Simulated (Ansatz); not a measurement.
`NC([TeH])[SiH2]F`. Total charge 0; spin multiplicity 1. Te: def2 effective core potential. Geometry: relaxed with PBE0-D4/def2-TZVP. It is one conformer, not always the lowest.

```xyz
11

N    -0.408   -1.567    0.141
C    -0.057   -0.289    0.629
Te    2.134    0.212    0.730
Si   -0.690    1.188   -0.325
F    -2.273    1.083   -0.564
H    -0.219   -1.692   -0.843
H     0.009   -2.330    0.658
H    -0.322   -0.192    1.684
H     2.322   -0.043   -0.898
H    -0.435    2.416    0.456
H    -0.059    1.214   -1.667
```

**Question.** What is the dipole moment at ωB97M-V/def2-TZVPP? (Best estimate.)

**Answer.** Computed: 1.77 D, with components (1.17, -1.30, 0.24) D in this frame, pointing from negative to positive charge.

**Question.** And with PBE, r2SCAN, B3LYP? (Estimate.)

**Answer.** Computed: PBE 1.85 D, r2SCAN 1.80 D, B3LYP 1.79 D.

**Question.** Give the Mulliken charges with ωB97M-V, B3LYP, PBE in def2-TZVPP. (An estimate is asked.)

**Answer.** Computed: 
| atom | ωB97M-V | B3LYP | PBE |
| --- | --- | --- | --- |
| N1 | -0.23 | -0.27 | -0.27 |
| C2 | -0.25 | -0.16 | -0.16 |
| Te3 | -0.01 | -0.01 | -0.03 |
| Si4 | 0.47 | 0.54 | 0.45 |
| F5 | -0.32 | -0.34 | -0.29 |
| H6 | 0.12 | 0.14 | 0.16 |
| H7 | 0.13 | 0.14 | 0.16 |
| H8 | 0.18 | 0.14 | 0.15 |
| H9 | -0.01 | -0.04 | -0.02 |
| H10 | -0.03 | -0.07 | -0.06 |
| H11 | -0.04 | -0.09 | -0.08 |

B3LYP here is the variant with VWN-RPA as its local correlation; programs differ in this.
